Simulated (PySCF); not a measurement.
C₄H₇N₃Si.
SMILES: `Cc1cc([SiH3])nnn1`

Theory: TDDFT PBE0/def2-SVPD, vertical, gas phase, core orbitals frozen in the response in PySCF. Geometry: PBE0-D3(BJ)/def2-SVP; no solvent, vibrations or thermal averaging.

Each state is given a Gaussian of 0.5 eV full width at half maximum, with ε(max) = 2.175×10⁸ f / Δν̃ (Δν̃ the width in cm⁻¹). The width is an assumption, not a result. The curve ends short of the highest state used, and states not computed would add to its high-energy end.

(E (eV), ε (L mol⁻¹ cm⁻¹)): (2.73, 0), (2.88, 4), (3.03, 25), (3.18, 87), (3.34, 189), (3.49, 239), (3.64, 203), (3.79, 171), (3.95, 223), (4.10, 270), (4.25, 217), (4.40, 107), (4.56, 29), (4.71, 5), (4.86, 1), (5.01, 1), (5.16, 9), (5.32, 50), (5.47, 147), (5.62, 264), (5.77, 291), (5.93, 209), (6.08, 214), (6.23, 785)

Problem. Locate the maxima and give the states behind the curve.

Solution. 355 nm (3.49 eV), ε about 240, made up of S1 (96%); 302 nm (4.10 eV), ε about 270, made up of S4 (97%); 217 nm (5.73 eV), ε about 300, made up of S5 (99%) (ε in L mol⁻¹ cm⁻¹; maxima over ε = 5, shares over 10%). At its high-energy end, 6.23 eV, the curve is still rising (ε about 790, from S7, S9 and S10). The states used: S1 3.48 eV (f 0.0043); S2 3.71 eV (f 0.0001); S3 3.88 eV (f 0.0001); S4 4.12 eV (f 0.0049); S5 5.72 eV (f 0.0055); S6 6.32 eV (f 0.0014); S7 6.46 eV (f 0.0032); S8 6.60 eV (f 0.0008); S9 6.82 eV (f 0.436); S10 6.83 eV (f 0.081).

Problem. What would ε be at 5.73 eV, the highest of these maxima, with half the width (0.25 eV)?

Solution. About 588 L mol⁻¹ cm⁻¹ against 297, a factor of about 1.98; a lone state at its own centre would give exactly 2.

Problem. On this curve, what absorbance would a 10⁻⁵ mol/L sample give at 266 nm over a 1 cm path?

Solution. 266 nm is 4.661 eV, where ε is about 9.7 L mol⁻¹ cm⁻¹, so A = ε c l ≈ 9.7e-05 (Beer–Lambert, with the gas-phase spectrum and the assumed width).

Problem. Coming from long wavelengths, where does ε first pass 100 L mol⁻¹ cm⁻¹?

Solution. At about 387 nm (3.20 eV), 0.27 eV below S1.

The vertical ionisation energy (ΔSCF) is 9.18 eV, 2.35 eV above S10.
